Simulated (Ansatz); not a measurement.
Reaction (substitution at a C–Se bond): `CNC[SeH]` + `C=N` → `C=NCNC` + H₂Se

Isolated molecules relaxed with PBE0-D4/def2-TZVP in Ansatz; ΔE leaves out vibrations. CBS: MP2 limit from def2 TZ/QZ plus the TZ coupled-cluster correction, frozen cores. This one scheme is used for every species. Functionals use def2-TZVPP. For Se outer-core shells are correlated without core-valence functions, which leaves a few kJ/mol of doubt a bond. Scalar relativity is left out up to krypton. Each species was taken in one conformer, which may not be the lowest.

```csv
species,r2SCAN-D4 energy (Eh)
`CNC[SeH]`,-2536.67092
`C=N`,-94.60865
`C=NCNC`,-228.54927
H₂Se,-2402.73617
```

Q: Work out ΔE.

A: ΔE = (-228.54927) + (-2402.73617) − (-2536.67092) − (-94.60865) = -0.00587 Eh = -3.7 kcal/mol. CCSD(T)/CBS gives -2.4 kcal/mol.

Largest T1 diagnostic among the species: 0.012.
